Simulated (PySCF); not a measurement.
Species: C₃H₈FNSi.
Z-matrix (Å and degrees, GFN2-xTB geometry), rows numbered from 1:
```
N 
Si  1  1.7171
C   2  1.9102  1  113.04
C   3  1.5436  2   92.17  1  -111.43
C   4  1.5380  3  100.31  2    -6.75
F   5  1.3924  2  116.02  1   -12.02
H   1  1.0088  2  118.53  3    40.02
H   1  1.0071  2  119.17  3   178.28
H   2  1.4579  1  108.22  3   137.48
H   3  1.0872  2  117.02  1     6.22
H   3  1.0873  2  114.80  1   133.00
H   4  1.0892  3  111.88  2   109.47
H   4  1.0889  3  113.48  2  -127.69
H   5  1.0930  2  119.06  1  -138.93
```

Level of theory: TDDFT PBE0/def2-SVPD, vertical, gas phase, core orbitals frozen in the response in PySCF 2.14.0, density-fitted response routines.

```tsv
state	E (eV)	λ (nm)	f	|μ| (D)	main configurations (H = HOMO, L = LUMO)
S1	5.86	211.4	0.017	0.87	H→L (97%)
S2	6.65	186.4	0.040	1.26	H→L+1 (96%)
S3	6.93	178.8	0.017	0.80	H→L+2 (87%)
S4	7.02	176.5	0.0067	0.50	H-1→L (66%), H→L+3 (22%)
S5	7.06	175.6	0.035	1.14	H→L+3 (65%), H-1→L (23%)
S6	7.46	166.3	0.010	0.61	H-2→L (57%), H→L+4 (28%)
```

Triplets (Tamm–Dancoff): T1 5.41 eV, H→L (92%); T2 6.24 eV, H→L+1 (65%), H→L+2 (19%), H→L+3 (9%).

The lowest singlet comes at 211 nm (566 kJ/mol) in the ultraviolet; it is weak; its leading configuration is HOMO→LUMO (97%). The most intense listed level is S2 at 6.65 eV (186 nm, f = 0.040), 0.79 eV above S1. Löwdin shares by element: HOMO nitrogen 26%, carbon 24% or more, silicon 15%, fluorine 12% (atoms not listed hold the other 24%); LUMO silicon 27%, nitrogen 11%, carbon 11% or more, hydrogen 10% or more (atoms not listed hold the other 41%). Of the 6 states listed, 5 reach f = 0.01 and none stays under 0.0005. Orbital energies (eV): HOMO-3 -9.27, HOMO-2 -8.60, HOMO-1 -8.16, HOMO -7.06, LUMO 0.16, LUMO+1 0.71, LUMO+2 1.06. The listed states span 1.59 eV, and the widest gap between neighbours is 0.79 eV (S1 to S2). No computed singlet lies in the visible range (380 to 750 nm); the lowest, at 211 nm, stands 2.60 eV above its violet end (3.26 eV). Only the lowest 6 singlets were computed, as vertical energies without vibronic structure.

One conformer stands for the species.
